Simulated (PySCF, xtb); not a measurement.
C2H6FNSi2, SMILES C1[Si@@H](N)[Si@H](C=1)F. One conformer was computed; it need not be the lowest.

Harmonic wavenumbers (cm⁻¹) from GFN2-xTB (xtb 6.7.1) at its own minimum, in rising order: 85, 116, 165, 181, 217, 338, 374, 447, 494, 516, 559, 645, 663, 715, 725, 736, 780, 820, 903, 937, 1075, 1261, 1516, 1559, 2182, 2252, 3035, 3054, 3467, 3504.

Question: What does PBE-D3(BJ)/def2-SVP in PySCF give at its own minimum? (Estimate from the structure and the level; the computed values follow.)

Answer: 83, 96, 163, 225, 261, 360, 379, 406, 444, 608, 636, 677, 705, 741, 754, 805, 838, 866, 904, 992, 1016, 1228, 1492, 1496, 2128, 2144, 3047, 3073, 3491, 3590. Paired by order, the mean absolute difference is 41 cm⁻¹ and the zero-point energies are 47.6 and 48.1 kcal/mol.
